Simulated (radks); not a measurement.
The numbers below are computed, except where a source is named.
Spherical quantum dot in the effective-mass picture: electrons in a hard-walled sphere of radius 2.29, with a point charge +1 (a donor) at the centre, all in effective atomic units (hartree* = m*/eps^2 hartree, bohr* = eps/m* bohr), one dielectric constant everywhere. Level of theory: non-relativistic Kohn-Sham, exchange-only LDA, spin-polarised, spherical densities (a radial shooting solver with Libxc functionals). Levels are named by radial order and angular momentum (1s, 1p, 1d, 2s, ...), and open shells are averaged over m. Results are scaled to m* = 0.056 and eps = 12.5, for which hartree* = 9.753 meV and bohr* = 11.81 nm.

N = 7, configuration 1s2 1p(up 3, down 2). This is the lowest configuration that the search found. Occupied and some empty levels:

level,occupation,eigenvalue (meV),<r> (nm)
1s up,1,40.798,13.67
1s down,1,41.314,13.63
1p up,3,50.095,16.60
1p down,2,50.663,16.60
1d up,0,61.321,17.96
1d down,0,61.886,17.97
2s up,0,64.732,12.85
2s down,0,65.114,12.87
1f up,0,75.093,18.89
1f down,0,75.646,18.90

Energy (meV): total 183.786, kinetic 113.88, external -59.283, Hartree 160.31, exchange-correlation -31.118.
